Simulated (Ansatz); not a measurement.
AlClFGeH₃ (`[F][Al]([Cl])[GeH3]`). The species carries charge 0 and has multiplicity 1. The structure was optimised at the PBE0-D4/def2-TZVP level.

```xyz
7

F     2.260   -0.023    1.326
Al    0.692    0.411    1.088
Cl   -0.180    1.627    2.544
Ge   -0.502   -0.371   -0.907
H    -0.524   -1.908   -0.949
H     0.205    0.125   -2.180
H    -1.950    0.139   -0.922
```

**Question.** What is the dipole moment at PBE/def2-TZVPP? (Best estimate.)

**Answer.** Ansatz gave: 1.52 D, with components (-0.93, -0.36, -1.15) D in this frame, pointing from negative to positive charge.

**Question.** And with r2SCAN, B3LYP, ωB97M-V? (An estimate is asked.)

**Answer.** Computed: r2SCAN 1.47 D, B3LYP 1.53 D, ωB97M-V 1.49 D.

**Question.** Give the Mulliken charges with PBE, B3LYP, r2SCAN in def2-TZVPP. (An estimate is asked.)

**Answer.** The calculation gave: 
| atom | PBE | B3LYP | r2SCAN |
| --- | --- | --- | --- |
| F1 | -0.29 | -0.34 | -0.34 |
| Al2 | 0.59 | 0.65 | 0.71 |
| Cl3 | -0.21 | -0.23 | -0.24 |
| Ge4 | -0.11 | -0.10 | -0.14 |
| H5 | 0.01 | 0.00 | 0.00 |
| H6 | 0.01 | 0.00 | 0.00 |
| H7 | 0.01 | 0.01 | 0.00 |

B3LYP here is the variant with VWN-RPA as its local correlation; programs differ in this.
